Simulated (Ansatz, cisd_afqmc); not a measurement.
System: Ge, charge 1, doublet.

Total energies in aug-cc-pVQZ, 3 correlated electrons, 14 frozen orbitals. Radicals and triplets start from unrestricted determinants; spin-orbit coupling is neglected. Cores are frozen in correlated methods (noble-gas shells, and filled d and f shells in the p block). No relativity. AFQMC/CISD: phaseless, guided by CISD from CCSD amplitudes; bars are statistical, one sigma. Outlying blocks are dropped, and bars are widened where a walk drifts. Over all cases where full CI ran beside it in this data, AFQMC minus full CI had a median of +0.1 mEh and passed +0.4 mEh in a tenth of the cases.

```
method         program          energy (Eh)  minus CCSDT (mEh)
----------  ----------  -------------------  -----------------
HF              Ansatz          -2075.09041              54.00
MP2             Ansatz          -2075.13034              14.07
CCSD            Ansatz          -2075.14327               1.14
CCSD(T)         Ansatz          -2075.14416               0.25
CCSDT           Ansatz          -2075.14441               0.00
AFQMC/CISD  cisd_afqmc  -2075.1444 ± 0.0001          0.0 ± 0.1
```

Ansatz is a quantum-chemistry and plane-wave program.
